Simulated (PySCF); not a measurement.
SCF from a fresh guess for singlet FeO3, at the PBE0 minimum. PySCF input:

```python
from pyscf import gto, scf, dft
mol = gto.M(atom='''
Fe     0.000000     0.000000     0.000000
O      0.000662     0.000000     1.537154
O      1.330884    -0.000000    -0.769151
O     -1.331546     0.000000    -0.768004''',
    basis={'Fe': 'def2-SVP', 'O': 'def2-SVP'},
    charge=0, spin=0)
mf = dft.RKS(mol, xc='PBE0')
mf.grids.atom_grid = (50, 194)
aux = {'Fe': 'def2-universal-JKFIT', 'O': 'def2-universal-JKFIT'}
mf = mf.density_fit(auxbasis=aux)
mf.conv_tol = 1e-08
mf.diis_space = 10
mf.max_cycle = 60
mf.init_guess = 'minao'
mf.verbose = 4
mf.kernel()
```

Excerpt of the output (cycles and frontier levels):

```
init E= -1487.61210202236
  HOMO = 0.0167884792978121  LUMO = 0.247353663420039  gap/eV = 6.27400
cycle= 1 E= -1477.84946639934  delta_E= 9.76  |g|= 5.19  |ddm|=  6.6
cycle= 2 E= -1456.26027491308  delta_E= 21.6  |g|= 8.95  |ddm|= 10.3
  HOMO = -0.570414802971922  LUMO = -0.560286494881225  gap/eV = 0.27561
cycle= 3 E= -1478.42062055173  delta_E= -22.2  |g|= 6.35  |ddm|= 6.58
  HOMO = -0.339221316259601  LUMO = -0.322018010811852  gap/eV = 0.46813
cycle= 4 E= -1480.83755738804  delta_E= -2.42  |g|= 5.85  |ddm|= 3.62
  HOMO = -0.430582256536122  LUMO = -0.411454541311302  gap/eV = 0.52049
cycle= 5 E= -1483.57797907602  delta_E= -2.74  |g|= 4.66  |ddm|= 3.72
  HOMO = -0.426266901963555  LUMO = -0.408478204508881  gap/eV = 0.48406
cycle= 6 E= -1486.46439141142  delta_E= -2.89  |g|= 3.63  |ddm|= 2.73
  HOMO = -0.440510339802668  LUMO = -0.375786924681689  gap/eV = 1.76121
cycle= 7 E= -1486.03517901428  delta_E= 0.429  |g|= 3.97  |ddm|= 0.288
... 15 lines left out ...
cycle= 15 E= -1488.41365401865  delta_E= -3.52e-06  |g|= 0.0021  |ddm|= 0.00504
  HOMO = -0.358209473233622  LUMO = -0.203419529360519  gap/eV = 4.21205
cycle= 16 E= -1488.41365534783  delta_E= -1.33e-06  |g|= 0.000575  |ddm|= 0.0036
  HOMO = -0.358213002261401  LUMO = -0.203393526585844  gap/eV = 4.21285
cycle= 17 E= -1488.41365543858  delta_E= -9.08e-08  |g|= 0.000105  |ddm|= 0.000684
  HOMO = -0.358212381125856  LUMO = -0.203387201648065  gap/eV = 4.21301
cycle= 18 E= -1488.41365544309  delta_E= -4.51e-09  |g|= 2.86e-05  |ddm|= 0.00021
  HOMO = -0.358210784424436  LUMO = -0.203387198341848  gap/eV = 4.21296
Extra cycle  E= -1488.41365544006  delta_E= 3.03e-09  |g|= 0.000131  |ddm|= 9.71e-05
converged SCF energy = -1488.41365544006
```

No lower solution of this spin was found by a stability analysis within the restricted form, which does not test spin polarisation.

Stability towards spin polarisation was not tested.

The search for the lowest solution, with the stability check, took 2.4 s on 2 threads of a shared Arm Neoverse V1 host, with 73 basis functions; the process peaked at 0.31 GiB. Launch command: `OMP_NUM_THREADS=2 python axn.py task.json out`.
